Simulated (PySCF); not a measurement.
## Electric properties by functional and basis

Compound: isobutyl acetate, C₆H₁₂O₂.
SMILES: `CC(=O)OCC(C)C`

PySCF, dipoles from the SCF density, polarisabilities from static response with core orbitals frozen. Isolated species at its PBE0-D3(BJ)/def2-SVP geometry (one conformer only).

The anisotropy is √(½[(α1 − α2)² + (α2 − α3)² + (α3 − α1)²]).

```json
{"level": "CAM-B3LYP/def2-SVPD", "μ (D)": "1.827", "α (au)": "80.61", "anisotropy (au)": "20.51"}
{"level": "PBE0/6-31G*", "μ (D)": "1.674", "α (au)": "68.48", "anisotropy (au)": "19.20"}
{"level": "PBE0/6-31+G*", "μ (D)": "1.798", "α (au)": "76.62", "anisotropy (au)": "19.89"}
{"level": "PBE0/def2-SVP", "μ (D)": "1.669", "α (au)": "70.47", "anisotropy (au)": "19.48"}
{"level": "PBE0/aug-cc-pVDZ", "μ (D)": "1.780", "α (au)": "82.93", "anisotropy (au)": "22.84"}
```

The dipole runs from 1.67 D (PBE0/def2-SVP) to 1.83 D (CAM-B3LYP/def2-SVPD). No reference polarisability is at hand; against PBE0 in the largest diffuse basis at hand (aug-cc-pVDZ) the other PBE0 rows deviate by 6-31G* -17%, 6-31+G* -8%, def2-SVP -15%. With PBE0 the polarisability is 69.48 au without diffuse functions (mean of 6-31G* and def2-SVP) and 79.77 au with them (mean of 6-31+G* and aug-cc-pVDZ).
